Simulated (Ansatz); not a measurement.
Consider the germylene formation by 1,1-elimination: `[CH3][GeH]([Cl])[SeH]` → `[CH3][Ge][Cl]` + H₂Se.

Program: Ansatz. Geometries: PBE0-D4/def2-TZVP. ΔE: electronic, gas phase. CCSD(T)/CBS is the MP2 limit (def2-TZVPP, def2-QZVPP) plus CCSD(T) − MP2 in def2-TZVPP, frozen cores. For Ge, Se outer-core shells are correlated without core-valence functions, which leaves a few kJ/mol of doubt a bond. Scalar relativity is left out up to krypton. One conformer a species, not always the lowest.

```csv
species,MP2/def2-SVP energy (Eh)
`[CH3][GeH]([Cl])[SeH]`,-4975.58121
`[CH3][Ge][Cl]`,-2574.55662
H₂Se,-2400.95301
```

Work out ΔE.

ΔE = (-2574.55662) + (-2400.95301) − (-4975.58121) = 0.07158 Eh = +44.9 kcal/mol. CCSD(T)/CBS gives +40.7 kcal/mol.

Largest T1 diagnostic among the species: 0.012.

Leaving LDA and LC-ωPBE aside and taking each functional with its dispersion term where it has one, the values, not all of them listed here, spread over 13.8 kcal/mol, from BLYP-D4 to PBE-QIDH. LDA lies +8.3 kcal/mol from PBE without D4. From PBE to PBE0 (25 % exact exchange), in def2-TZVPP and without D4, ΔE moves by +4.2 kcal/mol.
